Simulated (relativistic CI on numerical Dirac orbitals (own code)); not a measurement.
# Xe48+: sensitivity of the levels to the model

Base calculation: Dirac-Coulomb-Breit CI, KLI orbitals optimised for each configuration, a model potential for QED, unscaled Slater integrals.

CI space (outside the closed core 1s2): 2s2 2p2, 2s 2p3, 2p4, 2p3 3s, 2p3 3p, 2p3 3d, 2s2 2p 3s, 2s2 2p 3p, 2s2 2p 3d, 2s 2p2 3s, 2s 2p2 3p, 2s 2p2 3d, 2s2 2p 4s, 2s2 2p 4p, 2s2 2p 4d, 2s2 2p 4f. Levels of other configurations are missing.

The lowest level and the first level of each name with at least 55 % of one term (blank where a level has no safe partner in the second run):

| Level | Base (eV) | Shift (eV) |
| --- | --- | --- |
| 2s2 2p2 3P_0 | 0.00 | 0.00 |
| 2s2 2p2 3P_1 | 332.62 | +5.82 |
| 2s2 2p2 1D_2 | 348.49 | +8.90 |
| 2s2 2p2 3P_2 | 693.62 | +12.98 |
| 2s2 2p2 1S_0 | 734.24 | +9.66 |
| 2s 2p3 3D°_3 | 870.28 | +11.06 |
| 2s 2p3 3P°_0 | 907.73 | +4.13 |
| 2s 2p3 1D°_2 | 933.34 | +9.11 |
| 2p4 3P_2 | 1133.84 | +1.64 |
| 2p4 1S_0 | 1178.44 | -1.81 |
| 2p4 3P_1 | 1475.78 | +5.35 |
| 2p4 1D_2 | 1492.57 | +8.30 |
| 2p4 3P_0 | 1857.06 | +10.17 |
| 2s2 2p 3s 3P°_0 | 5038.09 | +11.48 |
| 2s2 2p 3s 3P°_1 | 5040.96 | +11.94 |
| 2s2 2p 3p 3D_1 | 5094.72 | +10.33 |
| 2s2 2p 3p 3P_0 | 5124.68 | +9.39 |
| 2s 2p2 3s 3P_0 | 5230.90 | +4.70 |
| 2s2 2p 3d 3F°_2 | 5255.60 | +12.49 |
| 2s2 2p 3s 3P°_2 | 5395.67 | +17.60 |
| 2s2 2p 3s 1P°_1 | 5401.68 | +17.49 |
| 2s 2p2 3s 5P_2 | 5511.77 | +11.43 |

At this charge energies of transitions that change n are usually good to better than 1 %, and those within a shell (Δn = 0) to a few per cent.

One thing was changed in a second run, which moved the levels as shown. Which?
A. configuration mixing switched off
B. only the first 3 configurations
C. Breit term removed
D. QED terms removed

C. Breit term removed. The Breit term mainly narrows fine-structure intervals, so removing it widens them.

LS names give the leading component of a level, which can be under half, so a name can repeat, a term be missing and a line seem to break the LS rules.
